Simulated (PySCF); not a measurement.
CH$_{6}$GaNO$_{2}$, singlet, at a GFN2-xTB geometry (such geometries of metal compounds can be far from the true shape); PBE/cc-pVDZ, polarisability (PySCF).

Here is a job for PySCF.
```python
from pyscf import gto, scf, dft
from pyscf.prop import polarizability

mol = gto.Mole()
mol.atom = '''
    Ga   -0.057535   -0.007105    0.367034
    N     0.735938   -0.620024   -1.198777
    C     0.303748   -0.099656   -2.493723
    H     0.853164   -1.628647   -1.240163
    H    -0.554581   -0.633444   -2.912242
    H     1.137000   -0.168875   -3.198219
    H     0.034701    0.949072   -2.376055
    O    -1.082078    1.403258    0.335288
    H    -1.371126    1.743918    1.182110
    O     0.307196   -0.623813    1.961162
    H     0.909433   -1.339231    2.148680
'''
mol.basis = 'cc-pvdz'
mol.charge = 0
mol.spin = 0
mol.verbose = 3
mol.build()

mf = dft.RKS(mol)
mf.xc = 'pbe'
mf.kernel()
alpha = mf.Polarizability().polarizability()[2, 2]
print('alpha_zz =', alpha)
```

It wrote (shortened):

```
site-packages/pyscf/prop/efg/rhf.py:45: UserWarning: Module EFG is under testing
  warnings.warn('Module EFG is under testing')
site-packages/pyscf/prop/efg/dhf.py:30: UserWarning: Module EFG is under testing
  warnings.warn('Module EFG is under testing')
site-packages/pyscf/prop/zfs/uhf.py:40: UserWarning: Module ZFS is under testing
  warnings.warn('Module ZFS is under testing')
site-packages/pyscf/prop/gtensor/uhf.py:43: UserWarning: Module g-tensor is under testing
  warnings.warn('Module g-tensor is under testing')
site-packages/pyscf/prop/gtensor/uks.py:41: UserWarning: Module g-tensor is under testing
  warnings.warn('Module g-tensor is under testing')
site-packages/pyscf/prop/hfc/uks.py:35: UserWarning: Module HFC is under testing
  warnings.warn('Module HFC is under testing')
site-packages/pyscf/prop/magnetizability/rhf.py:39: UserWarning: Module magnetizability is under testing
  warnings.warn('Module magnetizability is under testing')
site-packages/pyscf/prop/magnetizability/uhf.py:37: UserWarning: Module magnetizability is under testing
  warnings.warn('Module magnetizability is under testing')
site-packages/pyscf/prop/magnetizability/rks.py:37: UserWarning: Module magnetizability is under testing
  warnings.warn('Module magnetizability is under testing')
site-packages/pyscf/prop/magnetizability/uks.py:39: UserWarning: Module magnetizability is under testing
  warnings.warn('Module magnetizability is under testing')
site-packages/pyscf/prop/polarizability/uhf.py:34: UserWarning: Module polarizability is under testing
  warnings.warn('Module polarizability is under testing')
site-packages/pyscf/prop/polarizability/rks.py:29: UserWarning: Module polarizability is under testing
  warnings.warn('Module polarizability is under testing')
site-packages/pyscf/prop/polarizability/uks.py:29: UserWarning: Module polarizability is under testing
  warnings.warn('Module polarizability is under testing')
converged SCF energy = -2171.22450357924
alpha_zz = 62.941164005921216
```
